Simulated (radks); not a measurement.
P VIII, configuration [He] 2s2 2p4. All-electron calculation, non-relativistic Kohn-Sham, LDA (Slater exchange, Perdew-Wang correlation), spin-unpolarised, spherical densities, point nucleus. Program: a radial shooting solver on a logarithmic mesh with Libxc functionals.

Normalised radial functions P(r) = r R(r), r in bohr:

r              2s      2p
0.004936   0.1487  0.0028
0.006029   0.1787  0.0041
0.007364   0.2138  0.0060
0.008923   0.2529  0.0088
0.0109     0.2996  0.0129
0.01331    0.3525  0.0189
0.01626    0.4110  0.0275
0.0197     0.4715  0.0394
0.02406    0.5367  0.0569
0.02939    0.6005  0.0817
0.03561    0.6551  0.1146
0.04349    0.6973  0.1615
0.05312    0.7139  0.2250
0.06437    0.6940  0.3051
0.07862    0.6219  0.4120
0.09603    0.4842  0.5451
0.1173     0.2713  0.7041
0.1421    -0.0040  0.8760
0.1736    -0.3513  1.0639
0.212     -0.7285  1.2413
0.2569    -1.0718  1.3768
0.3138    -1.3496  1.4524
0.3832    -1.4883  1.4352
0.4643    -1.4587  1.3199
0.5672    -1.2655  1.1068
0.6927    -0.9595  0.8331
0.8461    -0.6237  0.5503
1.025     -0.3481  0.3185
1.252     -0.1537  0.1493
1.529     -0.0525  0.0554

2s: eigenvalue -334.49 eV, 1 radial node at r = 0.142 bohr, <r> = 0.492 bohr, 90 % of the charge inside 0.763 bohr. 2p: eigenvalue -291.28 eV, 0 radial nodes, <r> = 0.442 bohr, 90 % of the charge inside 0.726 bohr.
